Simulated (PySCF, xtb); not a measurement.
Cl3Y, SMILES [Cl][Y+]([Cl])[Cl] (connectivity only; charge and spin as stated), charge +1, multiplicity 2.

Harmonic wavenumbers (cm⁻¹) from GFN2-xTB in xtb at its own minimum, in rising order: 47, 47, 104, 199, 206, 206.

**Question.** What does PySCF 2.14.0 with PBE-D3(BJ)/def2-SVP give at its own minimum? (An estimate is asked for; the answer gives what the named calculation found.)

**Answer.** 58, 66, 157, 260, 340, 410. Paired by order, the mean absolute difference is 81 cm⁻¹ and the zero-point energies are 1.2 and 1.8 kcal/mol.
